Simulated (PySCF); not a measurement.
C₆ coefficients of unlike pairs at B97-3

Calculated with PySCF 2.14 from the dipole response of each species, C₆(A,B) = (3/π) ∫ α_A(iu) α_B(iu) du, in atomic units, from isotropic polarisabilities. For ions this is the dispersion term alone; charge-induced terms of lower order in 1/R come first.

```json
{"species": "Tl³⁺", "configuration": "[Xe] 4f14 5d10 (1S)", "basis": "aug-cc-pVQZ-PP with ECP60MDF (7s7p5d3f2g)", "relativity": "core potential", "α (bohr³)": "5.112", "C₆ (like pair)": "27.62"}
{"species": "Ta³⁺", "configuration": "[Xe] 4f14 5d2 (3F)", "basis": "aug-cc-pwCVTZ-PP with ECP60MDF (8s8p7d4f3g)", "relativity": "core potential", "α (bohr³)": "7.225", "C₆ (like pair)": "32.69"}
{"species": "Ru²⁺", "configuration": "[Kr] 4d6 (5D)", "basis": "aug-cc-pVTZ-PP with ECP28MDF (6s6p5d3f2g)", "relativity": "core potential", "α (bohr³)": "8.192", "C₆ (like pair)": "43.74"}
{"species": "S³⁺", "configuration": "[Ne] 3s2 3p1 (2P)", "basis": "dyall-av2z (13s9p2d)", "relativity": "none", "α (bohr³)": "5.342", "C₆ (like pair)": "14.17"}
```

Task: Estimate C₆ for S³⁺ with Tl³⁺.

Result: The integral gives 18.39. The combination rule 2 C_A C_B / (C_A α_B/α_A + C_B α_A/α_B) gives 18.45 and the geometric mean 19.78.

No spin-orbit coupling is included.

The other pairs:

```csv
pair,C₆
"Ru²⁺, Ta³⁺",37.81
"Ta³⁺, Tl³⁺",29.55
"Ru²⁺, Tl³⁺",34.19
"S³⁺, Ru²⁺",24.40
"S³⁺, Ta³⁺",21.09
```
